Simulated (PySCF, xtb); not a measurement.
Sn(F)2(Me)(OH) (CH4F2OSn), SMILES [CH3][Sn]([OH])([F])[F]. One conformer was computed; it need not be the lowest.

Harmonic wavenumbers (cm⁻¹) from GFN2-xTB in xtb 6.7.1 at its own minimum, in rising order: 36, 80, 88, 115, 119, 143, 227, 326, 417, 463, 513, 749, 763, 825, 1182, 1374, 1376, 3016, 3042, 3048, 3583.

**Question.** What does B3LYP-D3(BJ)/def2-SVP (PySCF) give at its own minimum? (Estimate from the structure and the level; the computed values follow.)

**Answer.** 58, 113, 124, 146, 179, 190, 225, 528, 630, 636, 643, 787, 791, 861, 1213, 1430, 1432, 3064, 3187, 3187, 3817. Paired by order, the mean absolute difference is 84 cm⁻¹ and the zero-point energies are 30.7 and 33.2 kcal/mol.
